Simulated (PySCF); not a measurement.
C3H6BFO2, SMILES C=C(OC)B(O)F. Coordinates come from a PBE-D3(BJ)/def2-SVP optimisation. This is a generated structure with no PubChem entry under its InChIKey; it may be hypothetical. One conformer was computed; it need not be the lowest.

Computed equilibrium geometry at PBE-D3(BJ)/def2-SVP (PySCF confirms it by a frequency run) as bond lengths and angles, and its point group (one conformer of several):
point group Cs.
Atoms: C1 C2 O3 C4 B5 O6 F7 H8 H9 H10 H11 H12 H13. Bond lengths (Å): C1–C2 1.359, C1–H8 1.098, C1–H9 1.100, C2–O3 1.366, C2–B5 1.572, O3–C4 1.413, C4–H10 1.106, C4–H11 1.114, C4–H12 1.114, B5–O6 1.361, B5–F7 1.346, O6–H13 0.975. Angles (°): C2–C1–H8 118.3, C2–C1–H9 124.1, H8–C1–H9 117.6, C1–C2–O3 125.7, C1–C2–B5 121.6, O3–C2–B5 112.7, C2–O3–C4 117.4, O3–C4–H10 106.9, O3–C4–H11 111.6, O3–C4–H12 111.6, H10–C4–H11 109.2, H10–C4–H12 109.2, H11–C4–H12 108.1, C2–B5–O6 120.1, C2–B5–F7 120.4, O6–B5–F7 119.5, B5–O6–H13 111.5.
Charge 0, spin multiplicity 1.
